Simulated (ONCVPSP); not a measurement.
## Debugging a pseudopotential input (Mn, ONCVPSP 4.0.1)

Command:

```bash
oncvpsp.x < Mn.dat > Mn.out
```

Input:

```
# ATOM AND REFERENCE CONFIGURATION
# atsym  z   nc   nv     iexc    psfile
  Mn 25.00    4    3        4      upf
#
#   n    l    f
    1    0    2.00
    2    0    2.00
    2    1    6.00
    3    0    2.00
    3    1    6.00
    3    2    5.00
    4    0    2.00
#
# PSEUDOPOTENTIAL AND OPTIMIZATION
# lmax
    2
#
#   l,   rc,      ep,       ncon, nbas, qcut
    0    1.35    0.00    4    9    9.20
    1    1.00    0.00    4    7    6.80
    2    1.30    0.00    4    9   11.60
#
# LOCAL POTENTIAL
# lloc, lpopt,  rc(5),   dvloc0
    4    5    0.65    2.00
#
# VANDERBILT-KLEINMAN-BYLANDER PROJECTORs
# l, nproj, debl
    0    2    1.40
    1    1    2.70
    2    1    1.50
#
# MODEL CORE CHARGE
# icmod, fcfact, rcfact
    0    0.00    0.00
#
# LOG DERIVATIVE ANALYSIS
# epsh1, epsh2, depsh
   -5.00    5.00    0.04
#
# OUTPUT GRID
# rlmax, drl
    6.00    0.01
#
# TEST CONFIGURATIONS
# ncnf
    4
# nvcnf
#   n    l    f
    4
    3    0    2.00
    3    1    6.00
    3    2    5.00
    4    0    1.00
#
    4
    3    0    2.00
    3    1    6.00
    3    2    5.00
    4    0    0.00
#
    4
    3    0    2.00
    3    1    6.00
    3    2    4.00
    4    0    0.00
#
    4
    3    0    1.00
    3    1    6.00
    3    2    5.00
    4    0    2.00
#
```

This is an input that runs to its end, with one change: 1 shell moved into the core by nc and nv alone.

Task: How does the run end?

Result: The program refuses the input: "test_data: negative ion, test configuration 1".

```
ONCVPSP  (Optimized Norm-Conservinng Vanderbilt PSeudopotential)
scalar-relativistic version 4.0.1

test_data: negative ion, test configuration   1
test_data: negative ion, test configuration   4
ERROR: test_data found   2 ERROR; stopping
```
